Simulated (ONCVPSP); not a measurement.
**Ru ONCV: all-electron and pseudo phase curves**

| Quantity | Value |
| --- | --- |
| Element | ruthenium |
| Generator | ONCVPSP 4.0.1 |
| Type | optimised norm-conserving Vanderbilt (ONCV) |
| Functional | PBE |
| Relativity | scalar-relativistic |
| Frozen core | [Ar] 3d10 |
| Valence charge | 16 |
| Reference configuration | 4s2 4p6 4d5 (charge +3) |
| Partial waves | 4s: rc 1.50 bohr, ncon 4, nbas 7, qcut 9.9 1/bohr, local; 4p: rc 1.50 bohr, ncon 5, nbas 9, qcut 8.8 1/bohr, 2 projectors, debl 3.9 Ha; 4d: rc 1.50 bohr, ncon 3, nbas 7, qcut 6.2 1/bohr, 2 projectors, debl 1.7 Ha |
| Local potential | the s channel |
| Core correction | Teter function, fcfact 4.25, rcfact 1.3 |

The phase is arctan(r·R′/R) of the radial function R(r), unwrapped; energies in Ha, scanned from -6 to 5 Ha. A pole is an energy at which the radial function vanishes at the test radius. The pseudo phase is shifted by a multiple of π to meet the all-electron one at the reference energy, and phase errors are pseudo minus all-electron; the curves can meet again beyond the range given. Levels narrower than the energy grid can be missing from the lists of poles.

Task: For each channel, where are the poles, and over which energies does the pseudopotential scatter like the atom?

Result:

| channel | radius (bohr) | reference energy (Ha) | poles, all-electron | poles, pseudo | unbroken range about the reference energy with phases within 0.05 rad | phase error 1 Ha above the reference energy (rad) |
| --- | --- | --- | --- | --- | --- | --- |
| s | 1.52 | -4.08 | -3.29 | -3.30 | below -1.0 | -0.004 |
| p | 1.52 | -2.97 | -1.87 | -1.87 | the whole range | -0.000 |
| d | 1.52 | -1.37 | 0.40 | 0.40 | below 4.0 | -0.000 |

Phases in the s channel:

```
E (Ha)  all-electron  pseudo
 -5.96         1.023   1.013
 -5.40         0.723   0.705
 -4.84        -0.246  -0.266
 -4.28        -1.172  -1.173
 -3.72        -1.464  -1.465
 -3.16        -1.595  -1.599
 -2.60        -1.679  -1.688
 -2.04        -1.750  -1.766
 -1.48        -1.821  -1.850
 -0.92        -1.908  -1.963
 -0.36        -2.031  -2.146
  0.20        -2.235  -2.510
  0.76        -2.626  -3.221
  1.32        -3.292  -3.897
  1.88        -3.878  -4.229
  2.44        -4.189  -4.394
  3.00        -4.353  -4.491
  3.56        -4.451  -4.554
  4.12        -4.516  -4.601
  4.68        -4.564  -4.637
```
